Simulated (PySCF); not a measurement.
SMILES [SiH2]([GeH3])[SiH2]B(O)O (H₉BGeO₂Si₂), singlet (GFN2-xTB optimised geometry):

```
15

O      0.125    -1.500     0.000
B     -1.229    -1.500     0.000
O     -1.829    -2.719    -0.003
Si    -2.027     0.309     0.000
Si    -0.282     1.838    -0.031
Ge     1.801     0.774    -0.032
H      0.548    -2.362    -0.001
H     -2.783    -2.757    -0.003
H     -2.923     0.527     1.154
H     -2.953     0.514    -1.133
H     -0.311     2.757     1.117
H     -0.328     2.728    -1.201
H      2.953     1.763    -0.048
H      2.160    -0.066     1.160
H      2.144    -0.088    -1.212
```

Method: PBE/def2-TZVP run with PySCF.

### Question
What are the frontier orbital energies and the dipole moment?

### Answer
HOMO-2 -7.44 eV, HOMO-1 -7.06 eV, HOMO -6.75 eV, LUMO -1.66 eV, LUMO+1 -0.81 eV; dipole moment 2.91 D.

Meta-Löwdin charges at PBE/def2-TZVP: O1 -0.47, B2 0.23, O3 -0.48, Si4 0.15, Si5 0.13, Ge6 0.08, H7 0.35, H8 0.36, H9 -0.05, H10 -0.05, H11 -0.05, H12 -0.05, H13 -0.06, H14 -0.04, H15 -0.04.
